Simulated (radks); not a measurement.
Species: La53+. Configuration: [He] 2s2.

Calculated with a radial shooting solver on a logarithmic mesh with Libxc functionals: scalar-relativistic Kohn-Sham, PBEsol, spin-polarised, spherical densities, finite nucleus; Fermi nuclear charge, rms radius 4.855 fm.

Energy parts (hartree):
total: -4165.7284
kinetic: 4554.7036
electron-nucleus: -8816.5574
Hartree: 143.3750
exchange-correlation: -47.2496

Orbitals (lengths in bohr, moments of r in powers of bohr; <r^-3> diverges for s and p1/2; r(max) is where P^2 peaks):
| orbital | occ. | eigenvalue (hartree) | r(max) | <r> | <r^-3> | <r^4> |
|---|---|---|---|---|---|---|
| 1s | 2 | -1624.313 | 0.01606 | 0.02497 | - | 1.871e-06 |
| 2s | 2 | -393.7232 | 0.08791 | 0.1018 | - | 0.0002468 |

The highest occupied level is 2s at -10713.8 eV. The electron density at the nucleus is 3.611e+05 e/bohr^3 (large components only). For comparison, the ionisation energy in NIST's Atomic Spectra Database is 10789 eV (theoretical). In exact Kohn-Sham theory the highest level is minus the ionisation energy, but local and semilocal functionals leave it too shallow, through self-interaction and a potential that decays too fast; potentials with the right tail come closer.
